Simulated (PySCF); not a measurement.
C3H8AlCl, SMILES C[CH2][Al]([CH3])[Cl]. Atoms are numbered in the order given.

```xyz
13

Al     0.2893     0.4651     0.1577
Cl     0.1076    -1.3807     1.2016
C      1.3645     1.8604     0.9958
H      2.3985     1.5112     1.1622
H      0.9609     2.1218     1.9896
H      1.4103     2.7831     0.3946
C     -0.6337     0.6213    -1.5624
C     -1.4397    -0.5914    -2.0493
H      0.1342     0.9027    -2.3102
H     -1.2820     1.5175    -1.4960
H     -2.2368    -0.8611    -1.3379
H     -0.8035    -1.4843    -2.1591
H     -1.9188    -0.4066    -3.0257
```

Geometry: B3LYP-D3(BJ)/def2-SVP. Other conformers were not sampled.

The numbers are results of PBE/def2-TZVP (PySCF), not measurements.

Isolated molecule, no solvent.

| Property | Result |
|---|---|
| total energy | -821.41156 hartree |
| highest occupied level | -6.32 eV |
| lowest empty level | -1.44 eV |
| orbital gap | 4.88 eV |
| dipole moment | 2.05 D |
| quadrupole, principal values (traceless, Buckingham form, about the centre of nuclear charge) | -4.24, -0.93, 5.17 D·Å |
| mean static polarisability | 76.8 bohr³ (11.37 Å³) |
| polarisability, principal values | 61.0, 80.7, 88.6 bohr³ |
